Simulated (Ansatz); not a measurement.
CH4AlNS (`[NH2][AlH][CH]=S`), relaxed with RKS PBE0-D4/def2-TZVP in Ansatz 0.2.0 from a PBE-D4/def2-SVP geometry. The force threshold is 0.005 eV/Å; the program also tests the step.

Charge 0, multiplicity 1.

Start:

```xyz
8

N    -0.366   -1.497   -0.204
Al   -0.473    0.054    0.658
C     0.634    1.498   -0.150
S     1.512    1.174   -1.503
H    -0.833   -2.376    0.027
H     0.215   -1.596   -1.043
H    -1.391    0.211    1.954
H     0.701    2.533    0.261
```

Task: By how much does the energy fall, and how many steps does the optimiser take? (Best estimate.)

Result: The calculation gave: 4.17 kJ/mol, in 7 steps, 1 of them rejected.

Task: Which bonds change most? (Best estimate.)

Result: The calculation gave: C3–S4 from 1.645 to 1.619 Å; C3–H8 from 1.115 to 1.095 Å; N1–Al2 from 1.777 to 1.757 Å; N1–H6 from 1.025 to 1.008 Å.

Task: Give the relaxed structure. (Estimate.)

Result: The calculation gave: 
```xyz
8

N    -0.363   -1.495   -0.210
Al   -0.456    0.043    0.634
C     0.629    1.498   -0.146
S     1.509    1.199   -1.473
H    -0.845   -2.342    0.043
H     0.202   -1.630   -1.034
H    -1.355    0.214    1.924
H     0.679    2.513    0.262
```
